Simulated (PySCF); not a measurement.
# Deuteron quadrupole couplings in `F[C@@H]1[C@@H]2C[C@@H]2C[C@H]1F`

Compound: C6H8F2.
Z-matrix (Å and degrees, GFN2-xTB geometry), rows numbered from 1:
```
F 
C   1  1.3812
C   2  1.5082  1  111.57
C   3  1.5033  2  115.40  1   -65.45
C   4  1.4964  3   60.08  2   -97.49
C   5  1.5128  3  109.06  4  -110.64
C   6  1.5341  5  105.59  3    12.48
F   7  1.3770  2  110.41  1  -101.13
H   2  1.0961  1  106.07  3   122.90
H   3  1.0789  2  117.55  1    84.92
H   4  1.0785  3  118.40  5   109.25
H   4  1.0789  3  117.19  5  -108.24
H   5  1.0798  3  121.36  4   108.22
H   6  1.0916  5  110.30  3  -104.44
H   6  1.0901  5  112.51  3   134.50
H   7  1.0953  2  109.81  1    15.24
```

Level: PBE0/pcSseg-1 (PySCF, non-relativistic); Q(2H) = 0.00286 b; rigid geometry, the same for H and D, with no vibrational averaging.

Question: Rank these positions by the coupling χzz of a deuteron there, largest first.
A. H9 (methine hydrogen)
B. H13 (methine hydrogen)
C. H14 (methylene hydrogen)

Answer: B (221 kHz), C (203 kHz), A (191 kHz).

Q: Give the electric field gradient Vzz (the principal value of largest size), its asymmetry and the 2H coupling at each hydrogen.

A: 
```
atom  bonded to  bond length (Å)  Vzz (au)     η  χzz (kHz)
  H9         C2            1.096    0.2844  0.07        191
 H10         C3            1.079    0.3312  0.08        223
 H11         C4            1.078    0.3317  0.09        223
 H12         C4            1.079    0.3327  0.07        224
 H13         C5            1.080    0.3293  0.08        221
 H14         C6            1.092    0.3022  0.01        203
 H15         C6            1.090    0.3069  0.02        206
 H16         C7            1.095    0.2844  0.08        191
```

Q: How does χzz go with the bond length over the 8 C–H bonds?

A: A straight-line fit has a slope of -17.9 kHz for each 0.01 Å, with a correlation coefficient of -0.99, over lengths from 1.078 to 1.096 Å. The longer bonds have the smaller couplings here.

The structure is a single GFN2-xTB conformer in the gas phase; no vibrational or solvent corrections. GFN2-xTB bond lengths can be off by several hundredths of an ångström, more for odd bonds, and the gradients follow them. A larger basis could move these couplings by a tenth or more.

The run behind these numbers computed NMR shieldings as well. Hardware: one thread, Arm Neoverse V2 (aarch64), shared host with 48 logical CPUs at a one-minute load of 8.5. Cost: 22 s (with the writing of density and orbital grids), 0.80 GiB resident at most.
